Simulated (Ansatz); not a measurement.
Start from `[I][Al]1[CH2][CH2]1` and change one atom or group to get `I[CH2][Al]1[CH2][CH2]1`.

Ansatz, PBE0-D4/def2-TZVP geometries, multiplicity 1. Each molecule was computed in one conformer, which needn't be the lowest.

Elements past krypton have def2 core potentials.

```csv
property,`[I][Al]1[CH2][CH2]1`
HOMO energy (PBE/def2-TZVPP) / eV,-4.98
HOMO–LUMO gap (PBE/def2-TZVPP) / eV,2.93
LUMO energy (ωB97M-V/def2-TZVPP) / eV,0.39
size of the dipole moment (B3LYP/def2-TZVPP) / D,0.14
LUMO energy (PBE/def2-TZVPP) / eV,-2.05
size of the dipole moment (PBE/def2-TZVPP) / D,0.04
```

(1) Give the same properties after the change, and the shifts. (Estimate.)

Answers

(1) Computed: 
```
                                        property  `I[CH2][Al]1[CH2][CH2]1`  shift
               HOMO energy (PBE/def2-TZVPP) / eV                     -4.54   0.44
             HOMO–LUMO gap (PBE/def2-TZVPP) / eV                      1.98  -0.95
           LUMO energy (ωB97M-V/def2-TZVPP) / eV                      0.12  -0.27
size of the dipole moment (B3LYP/def2-TZVPP) / D                      2.30   2.16
               LUMO energy (PBE/def2-TZVPP) / eV                     -2.56  -0.51
  size of the dipole moment (PBE/def2-TZVPP) / D                      2.13   2.09
```

With PBE0 the HOMO rises by 0.45 eV and the LUMO falls by 0.45 eV, so the gap narrows by about 0.90 eV. PBE moves the HOMO by 0.44 eV and ωB97M-V by 0.43 eV. Dipoles are sizes alone; their direction can turn.

B3LYP here is the variant with VWN-RPA as its local correlation; programs differ in this.

Spin–orbit coupling is left out; it splits and shifts lone-pair levels of the heavy atoms by tenths of an eV.
